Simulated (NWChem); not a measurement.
System: LiCl; SMILES [Li][Cl]

```xyz
2

Li     0.0000     0.0000    -1.6867
Cl     0.0000     0.0000     0.3170
```
Atoms are numbered in this order, from 1.

Computed with NWChem. Geometry optimised at PBE0/def2-SVP; all other runs use it. 

```tsv
quantity	level	value
absolute shielding σ Cl2 (ppm)	PBE0/pcSseg-1, GIAO	998.2
−ε(HOMO) (eV)	PBE/def2-SVP	5.42
vertical, lowest state with f > 0.02, singlet (eV)	B3LYP/def2-SVPD, TDA	4.46
isotropic polarisability (bohr³), static	B3LYP/def2-SVPD	26.4
dipole (D)	PBE0/def2-SVP	6.58
highest harmonic frequency (cm⁻¹)	PBE0/def2-SVP	679
```
